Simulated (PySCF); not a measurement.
C3H4ClNSi, SMILES Cl[Si@H]1C=CC=N1.

Geometry: B3LYP-D3(BJ)/def2-SVP. The structure was generated by enumeration; whether it is a known compound was not checked.

Two levels are set side by side: TDA-PBE/def2-SVPD (PySCF) and TDA-PBE0/def2-SVPD (PySCF). Vertical, same geometry. The lowest singlet is HOMO→LUMO 100 % with PBE and HOMO→LUMO 98 % with the other functional; states are paired by order. Differences are taken from unrounded values.

```csv
quantity,TDA-PBE0,TDA-PBE,TDA-PBE minus TDA-PBE0
lowest singlet excitation (eV),3.57,3.08,-0.49
lowest triplet excitation (TDA) (eV),2.96,2.64,-0.32
first bright state (f over 0.05) (eV),6.89,6.11,-0.79
its oscillator strength,0.08,0.07,-0.01
```

Functionals without exact exchange tend to place singlet excitations lower, as here. Differences between two approximate levels are no errors against the true value.

Rough cost on one machine, each run with all the roots and properties that it gave: TDA-PBE0 against TDA-PBE about 2 times.
